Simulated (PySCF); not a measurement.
gallium atom (Ga), doublet. Base run: B3LYP/def2-SVP (PySCF).

The PySCF input:
```python
from pyscf import gto, scf, dft

mol = gto.Mole()
mol.atom = '''
    Ga    0.000000    0.000000    0.000000
'''
mol.basis = 'def2-svp'
mol.charge = 0
mol.spin = 1
mol.verbose = 4
mol.build()

mf = dft.UKS(mol)
mf.xc = 'b3lyp'
mf.kernel()
```

The base run was repeated with changes; each row names its change, and settings that it needs were set with it.

| change | ΔE vs base (mEh) | fitting functions |
|---|---|---|
| base | 0.000 | - |
| auxbasis = cc-pvtz-jkfit | -0.049 | 207 |
| auxbasis = default (with mf = mf.density_fit()) | -0.003 | 266 |
| auxbasis = def2-universal-jkfit | -0.003 | 266 |
| auxbasis = def2-tzvp-ri | -8336.9 | 159 |
| auxbasis = cc-pvdz-jkfit | 95.343 | 171 |
| auxbasis = even-tempered beta=2.0 | -0.017 | 320 |
| auxbasis = even-tempered beta=1.6 | -0.001 | 460 |
| auxbasis = def2-svp-ri | -8143.4 | 127 |
| auxbasis = cc-pvqz-jkfit | -0.048 | 218 |

A fitting set is made for a task (jfit for Coulomb, jkfit for Coulomb and exchange, ri for correlation) and for a family of orbital bases.

Open shells are given as the SCF converged; they aren't shown to be the lowest states, and a large step between rows can be another state.
